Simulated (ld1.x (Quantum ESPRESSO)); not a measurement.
**An odd input for ld1.x (Quantum ESPRESSO) 7.5 (cadmium (Cd))**

Command:

```bash
ld1.x < Cd.in > Cd.out
```

Input:

```
&input
   title='Cd', zed=48., rel=1, dft='BLYP', iswitch=3,
   config='[Kr] 4d10 4f-2 5s2 5p0',
   nld=4, rlderiv=3.15, eminld=-3.0, emaxld=5.0, deld=0.02
 /
 &inputp
   pseudotype=2, tm=.false., rho0=0.001, lloc=-2, rcloc=1.75,
   nlcc=.true.,
   file_wfcaegen='ae.wfc', file_wfcncgen='nc.wfc', file_beta='beta', file_chi='chi'
 /
4
5S  1  0   2.00   0.00  2.50  2.50  0.0
5P  2  1   0.00   0.00  2.90  2.90  0.0
4D  3  2  10.00   0.00  1.90  1.90  0.0
4F  4  3  -2.00   0.45  2.80  2.80  0.0
 &test
   configts(1)='4d10 5s2 5p0'
 /
```

This is an input that runs to its end, with one change: file_pseudopw left out.

How does the run end?

The program runs through. The occupied levels of the test differ from the all-electron ones by at most 0.00000 Ry (unchanged input: 0.00000 Ry). No file is written.

```

     Etot =  -11190.511353 Ry,   -5595.255676 Ha, -152254.663352 eV
     Etotps =  -112.051392 Ry,     -56.025696 Ha,   -1524.536856 eV

     Ekin =      70.578563 Ry,      35.289282 Ha,     960.270271 eV
     Encl =    -194.509035 Ry,     -97.254518 Ha,   -2646.430244 eV
     Ehrt =      84.974803 Ry,      42.487401 Ha,    1156.141088 eV
     Ecxc =     -37.923256 Ry,     -18.961628 Ha,    -515.972178 eV
     (Ecc =     -19.911678 Ry,      -9.955839 Ha,    -270.912181 eV)
     Epseu=     -35.172467 Ry,     -17.586234 Ha,    -478.545793 eV

     ---------------------- End of pseudopotential test ----------------------
```
